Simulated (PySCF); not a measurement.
C$_{3}$H$_{6}$Cl (SMILES CC[CH-]Cl), charge -1, singlet, geometry from GFN2-xTB. Base run: HF/6-31G in PySCF.

Here is a job for PySCF.
```python
from pyscf import gto, scf

mol = gto.M(
    atom='''
C     0.87874214   -0.57746196    0.01178248
C     2.36128716   -0.21090347    0.01892378
C     0.05260727    0.70987802    0.08469850
H     0.66331677   -1.19415500    0.89661526
H     0.68416168   -1.22068093   -0.87379508
H     2.99566787   -1.10167485    0.03968092
Cl   -1.73162036    0.11908892    0.00897987
H     2.61173789    0.36877995   -0.87023935
H     2.58650261    0.40082008    0.89158272
H     0.14033970    1.19332350   -0.92893097
''',
    basis='6-31g',
    charge=-1,
    verbose=4,
)

mf = scf.RHF(mol)
mf.kernel()
mf.analyze()
```

Variants of this job, named by their change:

| change | ΔE vs base (mEh) | fitting functions |
|---|---|---|
| base | 0.000 | - |
| auxbasis = cc-pvtz-jkfit | 0.044 | 538 |
| auxbasis = even-tempered beta=3.0 | ? | ? |
| auxbasis = default (with mf = mf.density_fit()) | 0.150 | 460 |
| auxbasis = autoaux | 0.753 | 406 |
| auxbasis = def2-universal-jkfit | 0.125 | 461 |
| auxbasis = def2-universal-jfit | ? | 264 |
| auxbasis = def2-tzvp-ri | -4.604 | 431 |
| auxbasis = cc-pvdz-jkfit | 0.150 | 460 |
| exchange = seminumerical (SGX) (with mf = sgx.sgx_fit(mf, auxbasis='def2-universal-jfit'); with mf.with_df.dfj = True) | ? | 264 |

Complete the blanks.


- auxbasis = even-tempered beta=3.0, ΔE vs base (mEh): -0.597
- auxbasis = even-tempered beta=3.0, fitting functions: 261
- auxbasis = def2-universal-jfit, ΔE vs base (mEh): 2072.4
- exchange = seminumerical (SGX) (with mf = sgx.sgx_fit(mf, auxbasis='def2-universal-jfit'); with mf.with_df.dfj = True), ΔE vs base (mEh): -0.094

A fitting set is made for a task (jfit for Coulomb, jkfit for Coulomb and exchange, ri for correlation) and for a family of orbital bases.
